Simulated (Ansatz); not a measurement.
[GeI3]- (GeI₃⁻) was relaxed with PBE0-D4 (def2-SVPD) in Ansatz in these states: charge -1 singlet, neutral doublet. The geometries follow in no particular order.

In the def2 sets I takes a core potential; there is no spin–orbit coupling.

A:

```xyz
4

Ge    0.405   -0.360   -0.319
I     1.637    1.651    0.629
I    -0.607   -1.717    1.578
I    -1.436    0.425   -1.888
```

B:

| atom | x (Å) | y (Å) | z (Å) |
| --- | --- | --- | --- |
| Ge1 | 0.7042 | -0.6091 | -0.2403 |
| I2 | -0.4544 | 0.8470 | -2.1979 |
| I3 | 1.2639 | 1.3738 | 1.5073 |
| I4 | -1.5137 | -1.6117 | 0.9310 |

Judge from the bond lengths which geometry belongs to which state (an estimate).

A is the neutral doublet (Ge1–I3 2.542 Å, Ge1–I4 2.542 Å, Ge1–I2 2.542 Å); B is the charge -1 singlet (Ge1–I3 2.702 Å, Ge1–I4 2.701 Å, Ge1–I2 2.701 Å).
